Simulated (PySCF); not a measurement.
Computed properties of C2H7NZn, SMILES C[CH2][Zn][NH2]

Zn(Et)(NH2) (C2H7NZn), SMILES [CH2](C)[Zn][NH2]. Geometry optimised at B3LYP-D3(BJ)/def2-SVP. The structure was generated by enumeration; whether it is a known compound was not checked. One conformer was computed; it need not be the lowest. All values are computed for the isolated molecule unless a solvent is named; none is compared with measurement here.

**Structure.** All 27 harmonic modes at B3LYP-D3(BJ)/def2-SVP (PySCF) are real, so it is a minimum. With heavy atoms numbered as in [Zn:1]([CH2:2][CH3:3])[NH2:9], the shortest bond between them is C2–C3 at 1.535 Å and the longest Zn1–C2 at 1.955 Å.

**Vibrations.** The strongest infrared lines (harmonic, unscaled, degenerate partners summed) lie at 378 cm⁻¹ (157 km/mol, H 74 %, N 25 %), 3005 cm⁻¹ (59 km/mol, H 97 %), 671 cm⁻¹ (58 km/mol, N 54 %, Zn 27 %, H 15 %). The softest mode is at 36 cm⁻¹ and the zero-point energy is 55.3 kcal/mol.

**Electronic structure.** M06-2X/def2-TZVP (PySCF) places the frontier levels at -7.94 and 0.44 eV, a gap of 8.38 eV, and gives a dipole moment of 1.14 D and a mean polarisability of 56.6 bohr³. PBE/def2-TZVP (PySCF) at the same geometry gives -5.27 and -0.78 eV, so its gap is 3.89 eV narrower. An orbital gap is neither the optical nor the fundamental gap.

**Excitations.** TDA-PBE0/def2-SVPD (PySCF) has S1 at 5.29 eV (235 nm, f = 0.076, bright); the most intense of the 10 singlets computed lies at 6.43 eV (f = 0.24). T1 (TDA) is at 4.69 eV, 0.60 eV under S1. TDA-PBE/def2-SVPD (PySCF) puts S1 at 4.70 eV. No vertical singlet excitation falls in the visible range (under 3.1 eV).

**NMR.** GIAO shifts at B3LYP/pcSseg-1 (PySCF) (non-relativistic, atoms alike by connectivity averaged): ¹³C from 5.0 to 16.4 ppm against TMS; ¹H from -0.5 to 1.7 ppm against TMS.
